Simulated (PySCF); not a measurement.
Molecule: SMILES B(C)(C)C, C3H9B.

Geometry (Å), atoms numbered from 1 in this order:
```xyz
13

C    -0.2951    1.5534    0.0995
B    -0.0066    0.0063    0.0797
C     1.4708   -0.5221    0.2197
C    -1.1871   -1.0222   -0.0751
H     0.3895    2.1042   -0.5673
H    -0.0556    1.9176    1.1174
H    -1.3324    1.8446   -0.1220
H     2.2567    0.2432    0.1386
H     1.6792   -1.3315   -0.5007
H     1.5630   -0.9972    1.2149
H    -1.4255   -1.0391   -1.1575
H    -0.9505   -2.0567    0.2156
H    -2.1153   -0.6995    0.4231
```

Geometry PBE0-D3(BJ)/def2-SVP throughout; GIAO in PySCF 2.14, gas phase, one conformer, non-relativistic; equivalent atoms averaged; functional PBE0.

Question: How do the shifts δ (against TMS, BF3·OEt2 at the same level) depend on the basis set? (ppm; last column core-seconds on shared hosts with different chips, so compare them loosely)

Answer: 
```
    basis set  functions  C1/C3/C4    B2  H5/H6/H7/H8/H9/H10/H11/H12/H13  core-s
       STO-3G         29      16.7  90.6                            1.16       3
        6-31G         54      17.6  76.9                            1.16     5.3
     pcSseg-0         54      20.5  90.2                            1.12     2.5
       6-31G*         74      15.6  78.4                            0.92     7.1
     def2-SVP        101      15.1  82.8                            0.85      10
      cc-pVDZ        101      15.9  83.4                            0.86     5.3
     pcSseg-1        113      16.5  88.4                            0.88     9.1
6-311+G(2d,p)        162      15.4  85.6                            0.82      20
  aug-cc-pVDZ        173      14.6  82.8                            0.91      11
    def2-TZVP        178      15.4  86.6                            0.83      24
     IGLO-III        230      15.8  90.6                            0.83      16
      cc-pVTZ        246      15.8  85.4                            0.84      19
     pcSseg-2        270      16.3  90.0                            0.84      38
```

Question: Which nucleus moves most, in ppm?

Answer: B2 (boron bonded to 3 C): from 76.9 ppm with 6-31G to 90.6 ppm with STO-3G. The smallest spread is 0.34 ppm, at H5/H6/H7/H8/H9/H10/H11/H12/H13. Proton shifts span only some 12 ppm, so a few tenths of a ppm matter as much there as several ppm in carbon.

Question: Taking the largest basis, pcSseg-2 (270 functions), as the yardstick, rank the others by their worst heavy-atom deviation.

Answer: IGLO-III 0.6 ppm (230 functions), STO-3G 0.6 ppm (29 functions), pcSseg-1 1.6 ppm (113 functions), def2-TZVP 3.4 ppm (178 functions), pcSseg-0 4.2 ppm (54 functions), 6-311+G(2d,p) 4.4 ppm (162 functions), cc-pVTZ 4.6 ppm (246 functions), cc-pVDZ 6.6 ppm (101 functions), def2-SVP 7.2 ppm (101 functions), aug-cc-pVDZ 7.2 ppm (173 functions), 6-31G* 11.6 ppm (74 functions), 6-31G 13.1 ppm (54 functions).

A small basis that lands close on one nucleus may do so by chance; judge by the trend and by all nuclei.
